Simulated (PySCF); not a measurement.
# Working out the ionisation energy of Ge

Ge [Ar] 3d10 4s2 4p2 (3P) → Ge⁺ [Ar] 3d10 4s2 4p1 (2P). Calculation: PySCF 2.14, in aug-cc-pVTZ-DK (7s6p4d2f, 59 functions); scalar relativity by spin-free X2C-1e. Frozen: [Ar] 3d10. Energies in hartree (1 hartree = 27.21139 eV):

| part | Ge (lower) | Ge⁺ (upper) |
| --- | --- | --- |
| UHF | -2097.051689 | -2096.779630 |
| CCSD correlation | -0.064794 | -0.050838 |
| (T) | -0.001877 | -0.000781 |

What does Hartree-Fock give?

(-2096.779630) − (-2097.051689) = 0.272059 hartree = 7.403 eV.

What do CCSD and CCSD(T) give?

The CCSD correlation energies differ by 0.013956 hartree = 0.380 eV and the triples by 0.001096 hartree = 0.030 eV, so CCSD gives 7.783 eV and CCSD(T) 7.813 eV.

Measured between the centres of the two terms (NIST): 7.925 eV, so CCSD(T) (valence) is off by -0.112 eV.

What remains against the reference includes basis incompleteness, the frozen core and higher excitations.
